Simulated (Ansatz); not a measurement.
C3H3N3, SMILES c1ncncn1 (connectivity only; charge and spin as stated), charge +1, multiplicity 2. Atoms are numbered in the order given.

```xyz
9

C      0.0000     1.1825     0.6649
N      0.0000     1.1797    -0.6631
C      0.0000     0.0000    -1.2662
N      0.0000    -1.1797    -0.6631
C      0.0000    -1.1825     0.6649
N      0.0000     0.0000     1.2468
H      0.0000     2.1100     1.2506
H      0.0000     0.0000    -2.3681
H      0.0000    -2.1100     1.2506
```
Charge +1, spin multiplicity 2.

Coordinates come from a PBE0-D3(BJ)/def2-SVP optimisation. The multiplicity is an assumed one; no other spin state was optimised.

Two levels are set side by side: PBE-D3(BJ)/def2-SVP (Ansatz, a first-principles code) and PBE0-D3(BJ)/def2-SVP (Ansatz). Each level has its own optimised geometry; the coordinates shown are those of the second. Differences are taken from unrounded values.

| quantity | PBE0-D3(BJ) | PBE-D3(BJ) | PBE-D3(BJ) minus PBE0-D3(BJ) |
|---|---|---|---|
| mean bond length (Å) | 1.249 | 1.259 | 0.011 |
| bond C1–N2 (Å) | 1.328 | 1.343 | 0.015 |
| bond C1–N6 (Å) | 1.318 | 1.329 | 0.011 |
| bond N2–C3 (Å) | 1.325 | 1.333 | 0.008 |
| bond C3–N4 (Å) | 1.325 | 1.333 | 0.008 |
| bond N4–C5 (Å) | 1.328 | 1.343 | 0.015 |
| bond C5–N6 (Å) | 1.318 | 1.329 | 0.011 |
| bond C1–H7 (Å) | 1.097 | 1.105 | 0.008 |
| bond C3–H8 (Å) | 1.102 | 1.113 | 0.011 |
| bond C5–H9 (Å) | 1.097 | 1.105 | 0.008 |

Exact exchange shortens and stiffens bonds; PBE has none. Differences between two approximate levels are no errors against the true value.
